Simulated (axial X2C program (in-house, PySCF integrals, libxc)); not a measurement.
**Outer orbitals of RuB⁻ at 1.718 Å, HF**

Calculated with an in-house all-electron X2C program for linear molecules (integrals from PySCF). Spin-free means the one-electron spin-free X2C Hamiltonian; two-component (2c) means X2C with spin–orbit coupling and atomic mean-field two-electron Coulomb and Gaunt terms, so the difference of the two also holds small scalar two-electron terms. Basis: Ru dyall-acv3z [13s13p9d5f3g], B dyall-av3z [8s7p3d2f] (cores contracted in-house); Gaussian nuclei, density fitting, unrestricted open shells. Masses: Ru 101.904 u, B 11.009 u.

The distance is close to the 2c PBE0 minimum; the highest filled and lowest empty levels are listed.

Spin-free orbitals, state M_S = 1, Λ = 2 (beyond evenly filled blocks: σα, δ+α, δ+β, δ-α) (Löwdin shares):

```
symmetry  occupied  ε (eV)             atomic character
      σβ       yes  -10.74  42% B s, 33% Ru d, 11% Ru p
      σα       yes   -9.04   64% Ru d, 24% B s, 5% Ru s
     π+α       yes   -6.91     90% Ru d, 6% B p, 2% B d
     π-α       yes   -6.91     90% Ru d, 6% B p, 2% B d
     δ+α       yes   -6.32             97% Ru d, 2% B f
     δ-α       yes   -6.32             97% Ru d, 2% B f
     δ+β       yes   -4.28             96% Ru d, 2% B f
      σα       yes   -4.23  36% B s, 25% Ru d, 17% Ru s
     π+β       yes   -3.74   48% B p, 41% Ru d, 7% Ru p
      σβ       yes   -3.60   47% Ru d, 19% B s, 15% B p
     π-β       yes   -3.45   53% B p, 36% Ru d, 8% Ru p
      σα       yes   -1.06  37% Ru s, 35% Ru p, 22% B p
     π-α        no    2.01                    100% Ru p
     π+α        no    2.01                    100% Ru p
      σβ        no    2.02            96% Ru p, 3% Ru s
     π+β        no    2.03                    100% Ru p
     π-β        no    2.03                    100% Ru p
      σα        no    2.03             96% Ru p, 2% B p
```

Spinors with spin–orbit coupling (state Ω = 3):

```tsv
ω	occupied	ε (eV)	atomic character	λ mixture
-1/2	yes	-10.73	42% B s, 34% Ru d, 11% Ru p	100% σ
1/2	yes	-9.04	64% Ru d, 24% B s, 5% Ru s	100% σ
-1/2	yes	-6.98	90% Ru d, 6% B p, 2% B d	100% π
3/2	yes	-6.83	90% Ru d, 6% B p, 2% B d	100% π
-3/2	yes	-6.48	97% Ru d, 2% B f	100% δ
5/2	yes	-6.15	97% Ru d, 2% B f	100% δ
3/2	yes	-4.43	96% Ru d, 2% B f	100% δ
1/2	yes	-4.25	35% B s, 26% Ru d, 16% Ru s	95% σ, 5% π
1/2	yes	-3.75	46% B p, 41% Ru d, 7% Ru p	95% π, 5% σ
-1/2	yes	-3.59	47% Ru d, 19% B s, 15% B p	100% σ
-3/2	yes	-3.41	53% B p, 35% Ru d, 7% Ru p	100% π
1/2	yes	-1.05	36% Ru s, 35% Ru p, 22% B p	100% σ
3/2	no	2.01	100% Ru p	100% π
-1/2	no	2.01	100% Ru p	100% π
-1/2	no	2.02	96% Ru p, 3% Ru s	100% σ
-3/2	no	2.03	100% Ru p	100% π
1/2	no	2.03	99% Ru p	90% π, 10% σ
1/2	no	2.03	96% Ru p, 2% B p	90% σ, 10% π
```

Mulliken charges and populations of the two-component result (they depend on the basis, above all on diffuse functions):

Ru -0.50 e (s 8.76 p 18.54 d 17.17 f 0.03), B -0.50 e (s 3.61 p 1.79 d 0.08 f 0.02). ⟨Lz⟩ = 2.00 ħ and ⟨Sz⟩ = 1.00 ħ (1.55 and -0.55 on the two atoms), which add up to Ω.

Occupations by symmetry block were frozen at the best pattern of an incomplete PBE0 search. PBE0 can misorder states that lie within some tenths of an eV, so this need not be the ground state of the molecule. The nearest other spin-free determinant of the search, M_S = 0, Λ = 2, lies 0.17 eV up at the distance of the search. With several unpaired electrons one determinant need not be a pure state. The determinant is spin-polarised beyond a pure state at some levels (its spin-free form has ⟨S²⟩ too high), which makes Re and μ there less reliable.
